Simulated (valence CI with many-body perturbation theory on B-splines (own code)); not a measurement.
**Nd XXX: what each term of the Hamiltonian does**

Computed by relativistic CI+MBPT: three valence electrons over a frozen Dirac-Fock core [Ar] 3d10, a basis of 11 s, 11 p, 9 d, 7 f, 5 g, 2 h, 1 i functions for each j, with the one-electron correlation potential Σ1, the two-electron term Σ2, the three-electron term Σ3, Breit, model QED; selected CI, second order for the rest (own B-spline code, finite nucleus).

The last digits are not significant, and no measured levels were compared; by estimate large intervals hold to a few tenths of a per cent, small ones and those within an open d or f shell to about a per cent.

Each rung adds one term. CI alone is the Dirac-Coulomb CI over the frozen core; QED comes last and gives the full result, which names the levels. Energies are above (4s^2 4p1/2) J=1/2 on the same rung, in cm⁻¹.

Levels are named by their leading jj configuration (3d3/2^4 stands for four electrons in 3d with j = 3/2), which in mixed levels can hold well under half, so a name can repeat and another be missing. Letters in brackets count levels of one name in rising energy.

```tsv
Level	CI alone	Σ1	Σ2	Σ3	Breit	QED	Full
(4s^2 4p3/2) J=3/2	254614	+1222	+489	+7	-3239	+390	253483
(4s 4p1/2^2) J=1/2	507090	-322	+1784	+57	+2875	-4114	507370
(4s 4p1/2 4p3/2) J=3/2 [a]	694996	+777	+4098	+108	-131	-3730	696118
(4s 4p1/2 4p3/2) J=5/2	741728	+829	+2686	+79	-500	-3686	741136
(4s 4p1/2 4p3/2) J=3/2 [b]	813785	+851	-467	+34	-489	-3609	810105
(4s 4p1/2 4p3/2) J=1/2	845215	+810	-5191	-17	+41	-3789	837070
(4s 4p3/2^2) J=5/2	976721	+1901	+3376	+93	-3548	-3172	975370
(4s 4p3/2^2) J=3/2	1099570	+1652	-4741	+14	-3484	-2804	1090210
(4s 4p3/2^2) J=1/2	1097740	+2028	-2184	-38	-3166	-3360	1091020
(4s^2 4d3/2) J=3/2	1184610	+706	-6455	-23	-4641	-934	1173260
(4s^2 4d5/2) J=5/2	1225730	+788	-5607	-7	-6194	-289	1214430
(4p1/2^2 4p3/2) J=3/2	1342200	+417	-2352	+73	+2597	-7697	1335240
(4p1/2 4p3/2^2) J=3/2	1541110	+771	+1292	+153	-1008	-6215	1536100
(4p1/2 4p3/2^2) J=5/2	1545530	+1032	+2561	+153	-1267	-6360	1541650
(4s 4p1/2 4d3/2) J=3/2 [a]	1564720	+515	+1194	+156	-1515	-5283	1559790
(4s 4p1/2 4d3/2) J=5/2	1602190	+292	+1497	+157	-2354	-4758	1597030
(4p1/2 4p3/2^2) J=1/2	1633620	+1631	-2552	+22	-560	-7272	1624890
(4s 4p1/2 4d3/2) J=3/2 [b]	1667510	+33	-2620	+84	-2469	-4270	1658270
(4s 4p1/2 4d3/2) J=1/2	1669000	-55	-3504	+72	-2074	-4314	1659120
(4s 4p1/2 4d5/2) J=5/2 [a]	1668920	+309	-1731	+102	-3137	-4341	1660120
(4s 4p1/2 4d5/2) J=7/2	1669740	+375	+1153	+160	-3855	-4126	1663440
(4s 4p1/2 4d5/2) J=5/2 [b]	1745280	+403	-2661	-23	-3128	-4441	1735430
(4s 4p1/2 4d5/2) J=3/2	1775240	+492	-5781	-51	-2670	-4688	1762540
(4p3/2^3) J=3/2	1824230	+2339	+782	+99	-4163	-6131	1817150
(4s 4p3/2 4d5/2) J=9/2	1849860	+1443	+4269	+205	-6790	-3772	1845210
(4s 4p3/2 4d3/2) J=5/2 [a]	1864430	+1052	-1126	+112	-5236	-3962	1855270
(4s 4p3/2 4d3/2) J=1/2 [a]	1863660	+1055	-245	+112	-5044	-3918	1855620
(4s 4p3/2 4d3/2) J=3/2 [a]	1871290	+1186	-1085	+103	-5197	-4092	1862200
(4s 4p3/2 4d3/2) J=7/2	1872270	+1151	-698	+123	-5825	-3861	1863160
(4s 4p3/2 4d5/2) J=5/2 [a]	1924610	+1477	-920	+103	-6506	-3854	1914910
(4s 4p3/2 4d3/2) J=3/2 [b]	1936090	+1207	-5031	+49	-5285	-4063	1922960
```

The middle columns are the shifts that each term adds.

(1) How does the ionisation energy move along the ladder, and which term matters most?

Results:

(1) CI alone 1093.0, + Σ1 1094.6, + Σ2 1094.4, + Σ3 1094.4, + Breit 1093.4, + QED 1093.4 eV. The largest step is Σ1, 1.6 eV. NIST lists 1092 ± 4 eV (theoretical).
